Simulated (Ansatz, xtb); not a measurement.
**Relative energy of two isomers of C4H10OSi**

We compare I, `C[C@@H]1OC[C@@H]1[SiH3]`, a singlet, with II, `C[C@@H]1OC[C@H]1[SiH3]`, a singlet. Both are isolated molecules in the gas phase, relaxed with r2SCAN-D4/def2-SVP.

Energies in hartree; the thermal terms are from GFN2-xTB frequencies at re-optimised GFN2-xTB minima (ideal gas, soft modes damped towards free rotors, one conformer each, 298.15 K, 1 atm) and include the zero-point energy:

|  | I | II |
| --- | --- | --- |
| E, CCSD(T)/def2-SVP | −521.722052 | −521.723514 |
| E, MP2/def2-SVP | −521.621999 | −521.623538 |
| E, MP2/def2-TZVPP | −522.187237 | −522.188418 |
| zero-point energy | 0.126722 | 0.126546 |
| H(298 K) − E | 0.135493 | 0.135460 |
| G(298 K) − E | 0.094800 | 0.094260 |

Correct the CCSD(T) difference for the basis set by the MP2 change, then work out ΔE, ΔE₀, ΔH and ΔG for I → II in kJ/mol (1 Eh = 2625.50 kJ/mol) and the equilibrium ratio [II]/[I].

1. Differences II − I: CCSD(T) −0.001462, MP2 in the small set −0.001539, MP2 in the large set −0.001181 Eh.
2. ΔE = −0.001462 + (−0.001181 − (−0.001539)) = −0.001104 Eh = −2.90 kJ/mol.
3. ΔE₀ = ΔE + ΔZPE = −0.001104 + (−0.000176) Eh = −3.36 kJ/mol.
4. ΔH = ΔE + (−0.000033) Eh = −2.99 kJ/mol.
5. ΔG = ΔE + (−0.000540) Eh = −4.32 kJ/mol, so ΔS = (ΔH − ΔG)/T = +4.5 J/(mol K).
6. kT = 0.9442 mEh, so K = [II]/[I] = exp(−ΔG/kT) = exp(+1.74) ≈ 5.7.

The sums favour II, but ΔE leans on the basis-set step (CCSD(T) alone has the other sign or is under 1 kcal/mol), so the order isn't settled. An error of 4 kJ/mol in ΔG would change K by a factor of 5. Mirror images and further conformers aren't counted.

As drawn, both hold the same kinds of bond in the same numbers.

Other levels gave ΔE = −2.1 (GFN2-xTB); −4.8 (HF/STO-3G, GFN2-xTB geometries); −2.2 (r2SCAN-D4/def2-SVP//GFN2-xTB); −2.8 (r2SCAN-D4/def2-SVP); −5.8 (HF/def2-SVP); −4.0 (MP2/def2-SVP); −3.8 (CCSD(T)/def2-SVP) kJ/mol. The correlated steps freeze 10 core orbitals. Programs: Ansatz 0.2.0, xtb 6.7.1.
